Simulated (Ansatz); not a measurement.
## Worked example: C2H6O2S + Y(CH3)2(OH) → CH4O3S + Y(CH3)3

Species: C2H6O2S `CS(C)(=O)=O`, singlet; Y(CH3)2(OH), singlet; CH4O3S (methanesulfonic acid) `CS(=O)(=O)O`, singlet; Y(CH3)3, singlet. The partners trade CH3 for OH: S–CH3 and Y–OH bonds give way to S–OH and Y–CH3.

Shapes, held fixed at every level: PBE0-D4/def2-TZVP. Flexible molecules stand in one conformer, not always the lowest. Programs: Ansatz 0.2.0. Electronic energies: no zero-point or thermal term.

At CCSD(T)/def2-TZVPP; 1 Eh = 2625.50 kJ/mol:

```
    species  energy (Eh)
    C2H6O2S  -627.656294
Y(CH3)2(OH)  -193.616321
     CH4O3S  -663.562049
    Y(CH3)3  -157.638934
```

**Question.** Work out ΔE of the reaction at this level.

**Answer.** 
1. Products less reactants: (-663.562049) + (-157.638934) − [(-627.656294) + (-193.616321)] = 0.071632 Eh = +188.1 kJ/mol.

Other levels give +185.0 (wB97M-V/def2-TZVPP) to +224.7 kJ/mol (CCSD/def2-SVP). No measured value is set beside it here. For atoms past krypton def2 sets carry core potentials with scalar relativity. Correlated rows may include outer-core shells of Y, which these sets cover unevenly.
